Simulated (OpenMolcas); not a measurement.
A calculation on Ga.

* Program: OpenMolcas 26.06
* Method: XMS-RASPT2, IPEA 0.25 Eh, imaginary shift 0.1 Eh (closed shells correlated: 3d 4s)
* Basis: ANO-RCC-VQZP [7s6p4d2f1g]
* Scalar Hamiltonian: DKH2, point nucleus
* Active space: 1 electron in 9 orbitals (RAS2 4p; RAS3 4d 5s, at most 1 electron)
* State averaging: 2S+1 = 2 odd, 3 roots; 2S+1 = 2 even, 1 root
* Spin-orbit coupling: RASSI with atomic mean-field integrals over the reference wave functions, term energies averaged over their components

Task: Which level of the active space comes out lowest?

Result: 4s² 4p ²P°_1/2, with 100 % of that term; it is also the measured ground level.

Task: How high does 4s² 5s ²S_1/2 lie?

Result: 30210 cm⁻¹ above the lowest level; measured 24789 cm⁻¹ above the ground level, so the calculation is off by +22 %.

Task: How high does 4s² 4p ²P°_3/2 lie?

Result: 704 cm⁻¹ above the lowest level; measured 826 cm⁻¹ above the ground level, so the calculation is off by -15 %.

Measured values: NIST Handbook of Basic Atomic Spectroscopic Data.

CASPT2 breaks the degeneracy within a term, and the mean is taken; among the terms shown or strongly mixed into the levels shown the widest spread is 150 cm-1 (4s² 4p ²P°). ANO sets are built for valence states and can reach diffuse excited orbitals poorly, and with the s shell closed the s pⁿ⁺¹ terms that mix with these levels are absent. With one active electron, CASPT2 adds the correlation within the correlated inactive shells and between them and that electron, and leaves the splitting within a term as the reference gives it. No level of 4s² 4d was computed, though it lies in the active space. Computed and measured levels are paired by configuration, term and J; levels that our copy of the source lacks, or whose pairing is in doubt (as where it misses far off the trend of its configuration), stay unpaired and out of the deviations. Levels of configurations outside the active space are missing.

° marks odd parity.
